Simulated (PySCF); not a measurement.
**Electron correlation in Hf (hafnium, neutral)**

[Xe] 4f14 5d2 6s2, high-spin 3F determinant. Computed with PySCF 2.14 in def2-TZVPPD with the def2 core potential (60 electrons) (6s5p3d2f1g, 59 functions), with a scalar-relativistic core potential. Frozen: nothing; 12 electrons correlated.

MP2 pair energies summed by pair of shells (mhartree):

```tsv
pair	energy	share (%)
5p-5p	-93.05	38.0
5p-5d	-46.24	18.9
5p-6s	-30.04	12.3
5d-6s	-25.84	10.5
5s-5p	-19.15	7.8
6s-6s	-18.52	7.6
5s-5s	-3.94	1.6
5d-5d	-3.64	1.5
5s-5d	-3.50	1.4
5s-6s	-1.01	0.4
```

Total MP2 correlation energy: -244.93 mhartree.

Same-spin part -72.99 and opposite-spin part -171.94 mhartree; SCS-MP2 scales them by 1/3 and 6/5 to -230.66 mhartree.

The basis has no tight functions for the innermost shells, so their pair energies are far from complete.

This basis was not built for core-valence correlation, so the inner-shell part is incomplete.
